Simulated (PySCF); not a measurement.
Cr(SH)2 (quintet state).
Geometry (PBE0-D3(BJ)/def2-SVP, Å), atoms numbered from 1 in this order:
```xyz
5
CrH2S2 angstrom
Cr     0.0018    0.0003   -0.0008
S     -0.0740    0.0377    2.2679
H      1.1849    0.5209    2.4003
S      0.0733   -0.0378   -2.2696
H     -1.1860   -0.5211   -2.3978
```

Computed with PBE0-D3(BJ)/def2-SVP geometry optimisation, gas phase (PySCF 2.14.0).

Task: Which atoms are bound to Cr1, and at what distances?

Result: 2 atoms: S2 2.270 Å, S4 2.270 Å. The nearest atom not counted as bound is H5, at 2.73 Å (others tie with it).

Task: What is the shape at Cr1?

Result: Linear: angle 179.9°.

Task: What are the other bond lengths?

Result: S2–H3, S4–H5 1.355 Å.

Task: What are the rotational constants (commonest isotopes, rigid rotor)?

Result: A = 142019, B = 1482, C = 1467 MHz: a near-prolate asymmetric top.

Point group: C2h (tolerance 0.08 Å). Charge 0, quintet. ⟨S²⟩ = 6.182 (exact for a quintet: 6.00). Not checked by PBE0-D3(BJ)/def2-SVP frequencies.

The run took 12 s of wall time on one thread, x86-64 server, no GPU, shared host. This is the geometry optimisation.

For an open-shell metal species like this, the optimisation's SCF solution wasn't tested for stability and no frequencies at its level were run, so a lower state or another shape may exist.
